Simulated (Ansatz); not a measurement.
The molecule BeO+, multiplicity 2 (lowest of 2S+1 = 2, 4 at CCSD(T)/def2-TZVPP on PBE0 minima; our sources give no spin for the ground state, which may be another).

Seven points along R, fitted to fifth degree in 1/R; most abundant isotopes. In def2 and cc sets the state is the lowest found near the PBE0 minimum, followed along R.

Cores are frozen in the correlated methods. CBS(a, b) extrapolates the correlation energy as X⁻³ and adds the Hartree–Fock energy of set b.

Run with Ansatz (Gaussian orbitals). Each number belongs to the level named beside it.

**Question.** What bond length and harmonic frequency does wB97X-V/def2-TZVPP give?

**Answer.** r_e = 1.427 Å, ω_e = 1269 cm⁻¹.

**Question.** What bond length and harmonic frequency does CCSD(T)/aug-cc-pVTZ give?

**Answer.** r_e = 1.430 Å, ω_e = 1259 cm⁻¹.

**Question.** What bond length and harmonic frequency does CCSD(T)/CBS(aug-cc-pVTZ, aug-cc-pVQZ) give?

**Answer.** r_e = 1.422 Å, ω_e = 1276 cm⁻¹.

Ansatz is a first-principles code.
